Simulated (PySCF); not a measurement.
C2H9PSi2.
SMILES with atom numbers: `[SiH3:1]/[CH:2]=[CH:3]/[SiH2:4][PH2:5]` (hydrogens: H6, H7, H8 on Si1; H9 on C2; H10 on C3; H11, H12 on Si4; H13, H14 on P5)

Level of theory: PySCF, PBE0-D3(BJ)/def2-SVP geometry optimisation, gas phase.

Problem. What internal coordinates does the optimisation give?

Solution. 
```tsv
bond	length (pm)	order
Si1–C2	187.4	single
C2=C3	134.5	double
C3–Si4	187.6	single
Si4–P5	226.8	single
Si1–H6, Si1–H7, Si1–H8	149.5	single
C2–H9	110.1	single
C3–H10	110.1	single
Si4–H11, Si4–H12	149.7	single
P5–H13, P5–H14	142.9	single
```

Bonds in one row agree within 1 pm and their mean is given. Orders are formal, as drawn. A selection of angles:
```tsv
angle	degrees
C2–Si1–H6	109.0
C2–Si1–H7	110.6
H6–Si1–H7	109.5
H7–Si1–H8	107.7
Si1–C2–C3	124.0
Si1–C2–H9	117.6
C3–C2–H9	118.4
C2–C3–Si4	124.4
C2–C3–H10	118.4
Si4–C3–H10	117.2
C3–Si4–P5	108.5
C3–Si4–H11	110.5
P5–Si4–H11	107.8
P5–Si4–H12	112.9
H11–Si4–H12	107.4
Si4–P5–H13	93.7
H13–P5–H14	93.7
```

Torsions: Si1–C2–C3–Si4 180° (antiperiplanar); C2–C3–Si4–P5 -7° (synperiplanar). The mirror-image conformer, all signs reversed, is as good.

Of the pairs four or more bonds apart, P5···H9 is among the closest relative to their van der Waals radii: 2.86 Å, 95 % of the sum of Bondi's values. P5 (three-coordinate phosphorus) is pyramidal (angles 93.7°, 93.7° and 92.9°, sum 280.3°, 0.87 Å off the plane of its three neighbours). Si4 (SiH2 silicon) is tetrahedral (angles from 107.4° to 112.9°). Si1 (SiH3 silicon) is tetrahedral (angles from 107.7° to 110.7°).

Stationary, but not proved a minimum. The numbers are those of one conformer (C2–C3–Si4–P5 -7°, C3–Si4–P5–H -83° and -177°).
